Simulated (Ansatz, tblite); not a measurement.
Cost and result up the ladder for the cluster PtO2⁻ (3 atoms). The state is a doublet with charge -1. Geometry: r2SCAN-D4/def2-TZVPD.

```tsv
atom	x (Å)	y (Å)	z (Å)
Pt1	0.000	0.000	0.000
O2	1.116	-0.921	1.016
O3	-1.116	0.921	-1.016
```

Ansatz on 4 threads of Arm Neoverse V1 on a shared host; xTB runs through tblite on one thread. Times are rough, summed over both states, and most runs start from the orbitals of an earlier one. PBE0-D4/def2-TZVPD serves as the yardstick here, not as an exact answer. The other state is a quartet at its own geometry.

In the def2 sets Pt takes a core potential; there is no spin–orbit coupling. The xTB rows come from tblite. HSE06 is defined as in plane-wave codes, on full-range PBE exchange. HOMO above LUMO, or a gap near zero within one spin, warns that the state may not be the lowest or that an electron is smeared out. The structure comes from a short search, and lower isomers may exist.

Run but left out: HF/def2-TZVPD, B2PLYP/def2-TZVPD, MP2/def2-TZVPD (doublet: ⟨S²⟩ 1.30 to 1.52, where a pure state has 0.75); HF/def2-TZVPPD, MP2/def2-TZVPPD, CCSD/def2-TZVPPD, CCSD(T)/def2-TZVPPD (flagged by the program: large difference); LDA (SPW92)/def2-TZVPD (doublet: an occupied level 0.14 eV above an empty one); LC-ωPBE/def2-TZVPD (flagged by the program: asymmetric forces).

xTB has no spin-polarisation term.

```tsv
level	functions	wall time	quartet − doublet (eV)	difference from PBE0-D4/def2-TZVPD (eV)	remarks
GFN2-xTB	17	0.003 s	1.83	0.74	–
GFN1-xTB	17	0.004 s	1.40	0.31	–
PBE-D4/def2-TZVPD	123	7.6 s	1.31	0.22	HOMO above zero (doublet), HOMO above zero (quartet), gap within one spin near zero (doublet)
HSE06-D4/def2-TZVPD	123	12 s	1.09	0.00	–
PBE0-D4/def2-TZVPD	123	23 s	1.09	0.00	–
B97M-V/def2-TZVPD	123	37 s	1.15	0.06	HOMO above zero (doublet), HOMO above zero (quartet)
```
